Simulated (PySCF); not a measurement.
GeI4, charge -1, doublet, geometry from GFN2-xTB (a state made from the parent by changing its charge; the spin is typed, not shown lowest) (all electrons, no relativity). Base run: M06L/3-21G in PySCF.

Geometry (Å):
```xyz
5

I     -1.0150     2.4431    -0.8307
Ge     0.0000     0.0000     0.0000
I     -1.8932    -1.9806    -0.4265
I      0.6148     0.1247     2.7010
I      2.2934    -0.5872    -1.4438
```
Charge -1, spin multiplicity 2.
Orbitals are unrestricted.
All else is at PySCF's defaults.
Base energy -29626.20619 Eh.

The base run was repeated with changes; each row names its change, and settings that it needs were set with it.

| change | ΔE vs base (mEh) | grid points | electrons on the grid |
|---|---|---|---|
| base | 0.000 | 108472 | 244.99999 |
| grids.radi_method = gauss_chebyshev | -3.415 | 104168 | 244.99999 |
| grids.atom_grid = (50, 194) | -107.3 | 30872 | 245.00005 |
| grids.atom_grid = (150, 974) | -1.087 | 354568 | 245.00000 |
| small_rho_cutoff = 0 | 0.000 | 108472 | 244.99999 |
| grids.level = 5 | -0.963 | 232024 | 245.00000 |
| grids.level = 2 | -16.237 | 69216 | 244.99996 |
| grids.level = 1 | -86.344 | 39520 | 245.00003 |
| grids.atom_grid = (75, 302) | 18.031 | 65480 | 244.99996 |
| grids.prune = off | -0.004 | 203984 | 244.99999 |
| grids.level = 7 | -1.079 | 446576 | 245.00000 |

Open shells are given as the SCF converged; they aren't shown to be the lowest states, and a large step between rows can be another state.
